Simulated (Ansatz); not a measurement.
Species: SiI, net charge 0, doublet state. 
Coordinates optimised at B3LYP-D3(BJ)/def2-TZVP (Ansatz, a program for electronic structure):
```
Si
I 1 2.4688
```
Charge 0, spin multiplicity 2.

Basis-set convergence of Hartree-Fock and CCSD correlation energies (hartree) with Ansatz. Valence correlation only, unless marked. UHF or UKS for open shells. Spin-orbit coupling is left out. The frozen core is the preceding noble-gas configuration, with the filled d and f shells of earlier blocks. Past Kr the def2 sets carry scalar-relativistic core potentials.

```tsv
basis	functions	E(HF)	E(corr, CCSD)
def2-SVPD	59	-585.47578	-0.18898
def2-TZVPPD	107	-585.58316	-0.23981
def2-QZVPPD	167	-585.59210	-0.26264
```

Extrapolating the two largest sets (X = 3 and 4) as X^-3: E(corr) = (64·(-0.26264) - 27·(-0.23981))/37 = -0.2793 Eh, an estimate of the basis-set limit. The largest set recovers 94.0 % of it, the smallest 67.7 %.
